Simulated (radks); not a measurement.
Task: These are the eigenvalues of the occupied orbitals of an atom or ion with whole-number occupations (eV). Method: Dirac Kohn-Sham, LDA (Slater exchange, Perdew-Wang correlation), spin-unpolarised, spherical densities, finite nucleus; Fermi nuclear charge, rms radius of each element as measured or else 0.836 A^(1/3) + 0.57 fm; computed with a radial shooting solver on a logarithmic mesh with Libxc functionals.

1s1/2: -529.7046
2s1/2: -39.3991
2p1/2: -24.6187
2p3/2: -24.5743

Which element is it, and in what charge state? The configuration may be excited. Open shells, if any, are shared by 2j + 1.

Result: Z = 8, oxygen, charge +1: O+ in [He] 2s2 2p3. The list shows which subshells hold electrons but not how many an open one holds; the 1s level, -19.466 hartree, gives Z - s = 6.2 by -(Z - s)^2/2, which with screening and relativity narrows Z to a few neighbours, and the depths of the outer levels then fix element, charge and occupations together.
